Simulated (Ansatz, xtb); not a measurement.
Stretching the Si2–H4 bond in Cl2H2Si (SMILES Cl[SiH2]Cl) (multiplicity 1 held, fragments rigid). Energies count from the point at 1.470 Å.
Geometry at that point (charge 0, multiplicity 1):
```xyz
5

Cl    -1.6761     0.4337    -0.0037
Si    -0.0115    -0.7660     0.0237
Cl     1.6883     0.3828    -0.0216
H     -0.0165    -1.5412     1.2727
H     -0.0307    -1.6168    -1.1749
```

Restricted levels (R-, RO-) in cc, def2 and unpolarised 6-31G sets keep to the state of the molecule at rest. Unrestricted levels (U-) break spin symmetry where that is lower. Active spaces are followed from a long bond inwards. Curves can end on different states.

Correlated levels freeze the cores.

The values were computed with Ansatz (Gaussian basis) for Hartree–Fock, density functionals and correlated methods; xtb for the GFN methods. Each number belongs to the level named beside it. The GFN methods have no spin term and hold the electronic entropy of 300 K.

Energies in kcal/mol.

```
R (Å)  GFN2-xTB  R-HF/cc-pV(D+d)Z  U-HF/cc-pV(D+d)Z  U-CCSD(T)/cc-pV(D+d)Z  FIC-MRCISD+Q on CASSCF(2,2)/cc-pV(D+d)Z
-----  --------  ----------------  ----------------  ---------------------  ---------------------------------------
1.176      38.9              30.3              30.3                   30.7                                     30.6
1.323       5.3               5.8               5.8                    6.2                                      6.2
1.470       0.0               0.0               0.0                    0.0                                      0.0
1.617       4.0               4.5               4.5                    3.7                                      3.7
1.764      11.0              14.5              14.5                   12.4                                     12.5
1.985      23.8              33.7              33.7                   29.1                                     29.1
2.205      37.9              54.1              53.2                   45.8                                     45.7
2.573      60.2              85.4              69.1                   69.1                                     67.8
2.940      78.4             111.6              74.3                   84.0                                     81.3
3.381      93.3             136.3              76.1                   90.8                                     88.9
3.969     103.4             160.3              76.7                   92.3                                     92.1
4.704     106.9             179.7              76.8                   92.6                                     92.8
```

Doubts at one or more of the structures used: a restricted determinant that unrestricted orbitals would lower (R-HF/cc-pV(D+d)Z); a spin-contaminated determinant (U-HF/cc-pV(D+d)Z, U-CCSD(T)/cc-pV(D+d)Z); T1 above 0.05 (U-CCSD(T)/cc-pV(D+d)Z).

Ansatz is a program for electronic structure.
